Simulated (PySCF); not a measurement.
PySCF 2.14 output of a UHF calculation on a single atom or ion in aug-cc-pVQZ-PP with ECP60MDF, with scalar relativity through the core potential:

```
SCF conv_tol = 1e-09
number electrons alpha = 10  beta = 6
cycle= 1 E= -90.045711834347  delta_E= -0.00645  |g|= 0.0321  |ddm|= 0.0392
cycle= 2 E= -90.0460214556474  delta_E= -0.00031  |g|= 0.00813  |ddm|= 0.0104
cycle= 3 E= -90.0460537584368  delta_E= -3.23e-05  |g|= 0.00172  |ddm|= 0.00594
cycle= 4 E= -90.0460568721498  delta_E= -3.11e-06  |g|= 0.000885  |ddm|= 0.00203
cycle= 5 E= -90.046058328652  delta_E= -1.46e-06  |g|= 0.000122  |ddm|= 0.00228
cycle= 6 E= -90.0460583589696  delta_E= -3.03e-08  |g|= 1.93e-05  |ddm|= 0.000346
cycle= 7 E= -90.0460583596769  delta_E= -7.07e-10  |g|= 2.65e-06  |ddm|= 4.83e-05
converged SCF energy = -90.0460583596769  <S^2> = 6.0057944  2S+1 = 5.0023172
```

The run itself started from symmetry-adapted Hartree-Fock orbitals and held the occupation by maximum overlap, so the iterations belong to that start.

Q: Which element, charge and spin multiplicity is this?

A: Os (osmium, neutral), multiplicity 5; the state was [Xe] 4f14 5d7 6s1, high-spin 5F determinant (an excited configuration).

Energies and moments cover only the electrons outside the core potential. Spin-orbit coupling, absent here, splits the open shell strongly.
